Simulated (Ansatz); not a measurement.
## The standard entropy of C2H3IO (acetyl iodide) from a frequency calculation

A singlet with charge 0, relaxed at PBE0-D4/def2-TZVP (core potential) (Ansatz 0.2.0):

```xyz
7

C     0.2774    0.6485    0.1663
C    -0.0288   -0.8030    0.0100
O     0.5634   -1.7186    0.4482
I    -1.8286   -1.1334   -1.2092
H     1.1715    0.7664    0.7792
H     0.4222    1.0920   -0.8201
H    -0.5770    1.1481    0.6255
```

Harmonic wavenumbers in cm⁻¹: 137, 270, 299, 477, 561, 953, 1022, 1096, 1372, 1449, 1449, 1918, 3066, 3153, 3169.

Masses in u: C 12.011, O 15.999, I 126.904, H 1.008. Take T = 298.15 K, p = 1 bar, R = 8.3145 J/(mol K), kT/hc = 207.22 cm⁻¹, rigid rotor and harmonic oscillator.

Question: Work out S° at 298 K.

Answer: 
1. Translation (Sackur–Tetrode): S = R[3/2 ln M + 5/2 ln T − 1.1517] with M = 169.949 gives 172.9 J/(mol K).
2. Rotation: principal moments 49.431, 227.413, 273.728 u Å² give A, B, C = 0.341, 0.0741, 0.0616 cm⁻¹; the symmetry number is σ = 1; q = (√π/σ)√((kT/hc)³/ABC) = 134013; S = R(ln q + 3/2) = 110.6.
3. Vibration: with u = ν̃/207.22, each mode gives R[u/(eᵘ − 1) − ln(1 − e⁻ᵘ)]; the sum is 31.0, most from 137 cm⁻¹ (11.9), 270 cm⁻¹ (6.7), 299 cm⁻¹ (6.0).
4. Electronic: R ln 1 = 0.0, from the spin multiplicity alone.
5. Sum: 172.9 + 110.6 + 31.0 + 0.0 = 314.5 J/(mol K).

No measured value is set beside it here. Where a soft mode is a torsion, a harmonic oscillator describes it poorly.
